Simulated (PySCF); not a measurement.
C₃H₅, SMILES [CH2]C=C (connectivity only; charge and spin as stated), charge +1, multiplicity 1.

Geometry: B3LYP-D3(BJ)/def2-TZVP. The multiplicity is an assumed one; other spin states were not compared. The isomer is the one that the SMILES or the coordinates give; other isomers of the formula were not compared.

The numbers are results of PySCF 2.14.0 with TDDFT-PBE/def2-SVPD, not measurements.

Vertical excitations. The molecule is in vacuum. State labels are in the subgroup C2v.

Computed UV-visible absorptions:
| state | symmetry | energy (eV) | λ (nm) | f | main pairs |
|---|---|---|---|---|---|
| S1 | A2 | 4.46 | 278 | 0.000 | HOMO−1→LUMO 100 % |
| S2 | B1 | 5.02 | 247 | 0.000 | HOMO−2→LUMO 100 % |
| S3 | B2 | 5.78 | 214 | 0.314 | HOMO→LUMO 103 % |
| S4 | B1 | 6.69 | 185 | 0.002 | HOMO−3→LUMO 100 % |
| S5 | A2 | 7.66 | 162 | 0.000 | HOMO−4→LUMO 99 % |
| S6 | B1 | 9.01 | 138 | 0.000 | HOMO−1→LUMO+1 99 % |
| S7 | A2 | 9.36 | 132 | 0.000 | HOMO−2→LUMO+1 99 % |
| S8 | A2 | 9.46 | 131 | 0.000 | HOMO−5→LUMO 97 % |
| S9 | A1 | 9.70 | 128 | 0.109 | HOMO→LUMO+1 96 % |
| S10 | B1 | 10.65 | 116 | 0.054 | HOMO→LUMO+2 100 % |
| T1 | B2 | 2.71 | 458 | 0 | HOMO→LUMO 100 % |
| T2 | A2 | 4.10 | 302 | 0 | HOMO−1→LUMO 100 % |
| T3 | B1 | 4.39 | 282 | 0 | HOMO−2→LUMO 100 % |
| T4 | B1 | 6.04 | 205 | 0 | HOMO−3→LUMO 99 % |
Triplets are in the Tamm–Dancoff approximation, which puts them higher than full response would, so one can lie above its singlet here.
